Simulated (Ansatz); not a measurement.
Relaxation of CH₄BFO (8 atoms, charge 0, multiplicity 1), to a largest force component of 0.02 eV/Å in at most 50 steps.

The calculation used UKS PBE0-D4/def2-SVP (Ansatz).

```xyz
8
Properties=species:S:1:pos:R:3
O 0.194 1.239 -1.200
B 0.301 0.618 0.079
C -0.092 -0.915 0.220
F 0.250 -1.313 1.529
H -0.776 1.634 -1.215
H 0.715 1.246 1.004
H 0.593 -1.514 -0.456
H -0.558 0.310 0.811
```

**Question.** Where does it end, and by what steps?

**Answer.** It converged. The force dipped under the threshold on the way, but the program's further checks kept it going. After 17 steps the energy has fallen by 5.336 eV; H8 moved furthest, 1.35 Å. Parted: B2–H8 (1.17 → 2.21 Å). Joined: C3–H8 (1.44 → 1.11 Å).

```csv
step,energy less start (eV),largest force component (eV/Å),accepted
0,0.0000,4.239,yes
1,-1.8707,3.961,yes
2,-2.9662,2.050,yes
3,-3.5388,2.218,yes
4,-4.0241,2.680,yes
5,-4.6836,1.029,yes
6,-4.9951,1.404,yes
7,-5.1714,1.690,yes
8,-5.1767,1.699,yes
9,-5.2792,1.651,yes
10,-5.3082,0.816,yes
11,-5.3159,0.515,yes
12,-5.3153,0.735,no
13,-5.3336,0.060,yes
14,-5.3354,0.010,yes
15,-5.3356,0.076,yes
16,-5.3345,0.147,no
17,-5.3361,0.004,yes
```

```xyz
8
Properties=species:S:1:pos:R:3
O -0.285 1.195 -1.080
B 0.275 0.742 0.062
C -0.030 -0.750 0.465
F 0.586 -1.124 1.639
H -0.065 2.111 -1.274
H 0.979 1.459 0.742
H 0.289 -1.433 -0.347
H -1.123 -0.896 0.566
```

Whether the end is a true minimum wasn't checked by a vibrational analysis.

Run time: 17 s on 2 threads of AMD EPYC 9R45 96-Core Processor (Zen 5) (shared host), peak memory 0.21 GiB.
